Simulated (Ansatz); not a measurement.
PBE exchange is replaced step by step with exact exchange (0 % is PBE, 25 % PBE0; no dispersion term), basis def2-TZVP, Ansatz. System: the cluster Te2W⁺. The state is a doublet with charge 1. Geometry: r2SCAN-D4/def2-TZVP.

Geometry of the doublet:

Cartesian coordinates in Å:
```
W 0.198 0.792 0.515
Te -1.028 -1.175 1.297
Te 0.830 0.382 -1.812
```

In the def2 sets Te, W take a core potential; there is no spin–orbit coupling. At PBE-D4/def2-TZVP, PBE with 5 % exact exchange/def2-TZVP, PBE with 10 % exact exchange/def2-TZVP, PBE with 15 % exact exchange/def2-TZVP and others the charge 1 doublet is spin-contaminated (final ⟨S²⟩ up to 2.05, 0.75 for a pure state). The geometry of the doublet was relaxed on an unsound state (⟨S²⟩ 1.32, where a pure state has 0.75). The structure comes from a short search, and lower isomers may exist.

HOMO and LUMO are taken over both spins.

```csv
exact exchange (%),HOMO (eV),LUMO (eV),gap (eV),⟨S²⟩
0,-10.36,-9.64,0.72,0.912
5,-10.51,-9.52,0.99,0.972
10,-10.65,-9.40,1.26,1.054
15,-10.80,-9.27,1.52,1.158
25,-11.08,-9.01,2.07,1.414
35,-11.37,-8.72,2.65,1.684
50,-11.83,-8.26,3.56,2.052
```
